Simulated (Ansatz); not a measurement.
Calculated with Ansatz (gas phase, PBE0-D4/def2-TZVP geometries, no zero-point term in ΔE). CBS: MP2 limit from def2 TZ/QZ plus the TZ coupled-cluster correction, frozen cores. This one scheme is used for every species, atoms too. For atomizations the MP2-based limit and the directly extrapolated one differ by several kJ/mol either way, and by 10 to 25 for some Ge, Se and Sn compounds, so smaller differences from it don't rank the levels. Functionals use def2-TZVPP. Open shells (•) are unrestricted, without spin–orbit coupling. Spin–orbit coupling would lower the free atoms: a little for C; clearly for Se. For Se outer-core shells are correlated without core-valence functions, so the limit isn't a true one: a few kJ/mol of doubt a bond, and 10 to 20 or more in all where bonds break to atoms. Scalar relativity is left out up to krypton. Each species was taken in one conformer, which may not be the lowest.

Reaction (atomization): `C=CC(C)=[Se]` → 4 C• + 6 H• + Se•

```tsv
level	ΔE (eV)
BLYP-D4	46.02
r2SCAN0-D4	45.38
```

Problem. What does CCSD(T)/CBS give? (Best estimate.)

Solution. Ansatz gave: +45.88 eV. The listed levels differ from it by 0.14, -0.50 eV.

Largest T1 diagnostic among the species: 0.016.

In def2-TZVPP, CCSD(T) changes the Hartree–Fock value by +11.41 eV (the triples alone add +0.86 eV) and MP2 by +12.21 eV; breaking electron pairs costs correlation energy, which Hartree–Fock lacks. At CCSD(T), def2-SVP lies −1.97 eV from the extrapolated value and def2-TZVPP −1.12 eV: correlation converges slowly with the basis, and small sets miss more of it in the bonded molecule than in its fragments.
